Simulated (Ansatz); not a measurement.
Cartesian coordinates (Å):
```xyz
19

B      0.0225    -0.0622    -0.2151
C      0.8283     0.9301    -1.1909
H      0.9126     0.4470    -2.1813
H      1.8624     1.1444    -0.8678
H      0.3192     1.8961    -1.3671
C      0.8179    -1.3431     0.3269
H      0.2841    -1.8749     1.1331
H      1.8426    -1.1254     0.6778
H      0.9302    -2.0615    -0.5056
C     -1.5275    -0.2862    -0.5745
H     -2.0802    -0.8448     0.2005
H     -1.5945    -0.8815    -1.5028
H     -2.0805     0.6509    -0.7805
C      0.9307     1.5560     1.9317
O     -0.1945     0.9333     1.3106
H      1.3984     2.3004     1.2694
H      1.6540     0.7596     2.1422
H      0.6232     2.0268     2.8780
H     -0.8657     1.5934     1.0846
```
Charge 0, spin multiplicity 1.

All values below come from frozen-core CCSD(T)/cc-pVTZ // B3LYP-D3(BJ)/def2-SVP in Ansatz (an electronic-structure program).

```yaml
HF energy: -258.67947 Ha
MP2 correlation energy: -1.09026 Ha
```

**Question.** Estimate the CCSD correlation energy, the (T) correction, the total energy and the T1 diagnostic.

**Answer.** 
| Property | Value |
|---|---|
| CCSD correlation energy | -1.15598 Ha |
| (T) correction | -0.04341 Ha |
| CCSD(T) total energy | -259.87886 Ha |
| T1 diagnostic | 0.010 |
